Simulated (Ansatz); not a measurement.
Cost and result for the atomization energy of BFGaH3 (`[BH2][GaH][F]`) (6 atoms, 5 bonds).

Z-matrix (Å, degrees):
```
B
Ga 1 2.080
H 1 1.196 2 121.5
H 1 1.196 2 121.5 3 180.0
F 2 1.771 1 113.0 3 -89.9
H 2 1.565 1 135.5 3 90.0
```

The species carries charge 0 and has multiplicity 1. Correlated methods include outer-core shells of Ga, which these sets cover unevenly. Scalar relativity is left out up to krypton. The geometry is a stationary point of PBE0-D4/def2-TZVP. Program: Ansatz. All runs use 2 threads of an Arm Neoverse V2 on a shared host. Times are those of one run each, without the atoms' runs, and a repeat can differ threefold. Electronic energies, without spin–orbit coupling; frozen cores. CCSD(T)/CBS adds CCSD(T) − MP2 in def2-TZVPP to the MP2 limit, and its time is that of the two runs behind it. T1 = 0.014. With those shells the extrapolation isn't a true limit. B3LYP takes the VWN-RPA correlation (the form of Gaussian; ORCA's B3LYP/G). HSE06 is the plane-wave form, built on full-range PBE exchange.

CCSD(T)/CBS is a level of theory with its own doubt, some kJ/mol a heavy atom from the limit and from the frozen cores, so smaller differences don't rank the functionals.

```csv
level,functions,wall time
revPBE-D4/def2-TZVPP,152,1.2 s
PBE-D4/def2-TZVPP (with forces),152,1.4 s
PBE0-D4/def2-TZVPP,152,1.5 s
CCSD(T)/def2-SVP,75,1.9 s
CAM-B3LYP-D4/def2-TZVPP,152,1.9 s
HSE06-D4/def2-TZVPP,152,2.1 s
B3LYP-D4/def2-TZVPP (with forces),152,2.3 s
r2SCANh-D4/def2-TZVPP,152,2.8 s
PBE-QIDH/def2-TZVPP,152,2.9 s
ωB97M-V/def2-TZVPP (with forces),152,6.5 s
MP2/def2-QZVPP,293,10 s
CCSD(T)/def2-TZVPP,152,24 s
CCSD(T)/CBS(def2),–,34 s
```

Question: What atomization energy does each give, and how far from CCSD(T)/CBS? (Estimate.)

Answer: Ansatz gave: 
```json
{"level": "revPBE-D4/def2-TZVPP", "atomization (kJ/mol)": "1704.0", "difference from CCSD(T)/CBS": "-38.2", "per bond": "-7.6"}
{"level": "PBE-D4/def2-TZVPP (with forces)", "atomization (kJ/mol)": "1746.7", "difference from CCSD(T)/CBS": "4.5", "per bond": "0.9"}
{"level": "PBE0-D4/def2-TZVPP", "atomization (kJ/mol)": "1723.8", "difference from CCSD(T)/CBS": "-18.4", "per bond": "-3.7"}
{"level": "CCSD(T)/def2-SVP", "atomization (kJ/mol)": "1653.5", "difference from CCSD(T)/CBS": "-88.7", "per bond": "-17.7"}
{"level": "CAM-B3LYP-D4/def2-TZVPP", "atomization (kJ/mol)": "1752.6", "difference from CCSD(T)/CBS": "10.4", "per bond": "2.1"}
{"level": "HSE06-D4/def2-TZVPP", "atomization (kJ/mol)": "1724.3", "difference from CCSD(T)/CBS": "-17.9", "per bond": "-3.6"}
{"level": "B3LYP-D4/def2-TZVPP (with forces)", "atomization (kJ/mol)": "1732.4", "difference from CCSD(T)/CBS": "-9.8", "per bond": "-2.0"}
{"level": "r2SCANh-D4/def2-TZVPP", "atomization (kJ/mol)": "1742.9", "difference from CCSD(T)/CBS": "0.7", "per bond": "0.1"}
{"level": "PBE-QIDH/def2-TZVPP", "atomization (kJ/mol)": "1732.9", "difference from CCSD(T)/CBS": "-9.3", "per bond": "-1.9"}
{"level": "ωB97M-V/def2-TZVPP (with forces)", "atomization (kJ/mol)": "1738.6", "difference from CCSD(T)/CBS": "-3.6", "per bond": "-0.7"}
{"level": "MP2/def2-QZVPP", "atomization (kJ/mol)": "1762.2", "difference from CCSD(T)/CBS": "20.0", "per bond": "4.0"}
{"level": "CCSD(T)/def2-TZVPP", "atomization (kJ/mol)": "1712.0", "difference from CCSD(T)/CBS": "-30.2", "per bond": "-6.0"}
{"level": "CCSD(T)/CBS(def2)", "atomization (kJ/mol)": "1742.2", "difference from CCSD(T)/CBS": "0.0", "per bond": "0.0"}
```

Leaving LDA and LC-ωPBE aside and taking each functional with its dispersion term where it has one, the values, not all of them listed here, spread over 58.9 kJ/mol, from BHLYP-D4 to B97M-V. LDA lies +225.8 kJ/mol from PBE without D4, its usual overbinding. The D4 term adds +12.8 kJ/mol with B3LYP and +6.6 kJ/mol with PBE0; it sums over pairs of atoms, weighted by their polarisabilities, and B3LYP, whose exchange is more repulsive, gets the larger term. At CCSD(T), def2-SVP lies −88.7 kJ/mol from the extrapolated value and def2-TZVPP −30.2 kJ/mol: correlation converges slowly with the basis, and small sets miss more of it in the bonded molecule than in its fragments.
